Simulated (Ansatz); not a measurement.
Computed with Ansatz on PBE0-D4/def2-TZVP structures; ΔE is electronic, products minus reactants. CCSD(T)/CBS adds triple-zeta CCSD(T) − MP2 to the extrapolated MP2 energy (def2 sets, frozen cores). This one scheme is used for every species. Functionals use def2-TZVPP. def2 core potentials past Kr. For Mo outer-core shells are correlated without core-valence functions, which leaves a few kJ/mol of doubt a bond.

Reaction (ligand exchange at a Mo–C bond): `[CH3][Mo]([CH3])(=[O])=[S]` + HCl → `[CH3][Mo](=[O])(=[S])[Cl]` + CH₄

`[CH3][Mo]([CH3])(=[O])=[S]`:

Z-matrix (Å, degrees):
```
C
Mo 1 2.088
H 1 1.091 2 112.8
H 1 1.096 2 107.3 3 120.1
H 1 1.095 2 108.5 3 -120.9
C 2 2.088 1 113.6 3 -179.7
O 2 1.667 1 107.9 3 -60.1
S 2 2.106 1 108.3 3 60.0
H 6 1.096 2 107.3 1 59.5
H 6 1.091 2 112.8 1 179.5
H 6 1.095 2 108.5 1 -59.6
```

HCl:

Cartesian coordinates in Å:
```
Cl 0.009 -0.263 -0.583
H -0.009 0.263 0.583
```

`[CH3][Mo](=[O])(=[S])[Cl]`:

Z-matrix (Å, degrees):
```
C
Mo 1 2.085
H 1 1.096 2 106.5
H 1 1.093 2 108.6 3 -119.0
H 1 1.091 2 112.0 3 119.7
O 2 1.663 1 104.6 3 -63.7
S 2 2.099 1 104.6 3 -178.5
Cl 2 2.245 1 110.6 3 59.0
```

CH₄:

```xyz
5

C     0.000    0.000    0.000
H     0.356   -0.901   -0.498
H    -0.966   -0.198    0.463
H    -0.105    0.802   -0.731
H     0.716    0.298    0.766
```

CCSD(T)/CBS gives -37.6 kcal/mol.

(1) Another level gave -36.6 kcal/mol. Which?
A. LDA (SPW92)/def2-TZVPP
B. MP2/def2-TZVPP
C. r2SCAN0/def2-TZVPP
D. B2PLYP/def2-TZVPP

Largest T1 diagnostic among the species: 0.026, so the coupled-cluster value is less sure than usual.

## Answers

(1) A. LDA (SPW92) -36.6, r2SCAN0 -38.1, B2PLYP -39.9, MP2/def2-TZVPP -41.7 kcal/mol.

At CCSD(T), def2-SVP lies −1.5 kcal/mol from the extrapolated value and def2-TZVPP +0.7 kcal/mol. Leaving LDA and LC-ωPBE aside and taking each functional with its dispersion term where it has one, the values, not all of them listed here, spread over 3.1 kcal/mol, from B2PLYP to ωB97M-V. LDA lies +1.1 kcal/mol from PBE without D4.

CCSD(T)/CBS has its own doubt, a few kJ/mol and more with outer-core shells, so smaller differences from it don't rank the levels.
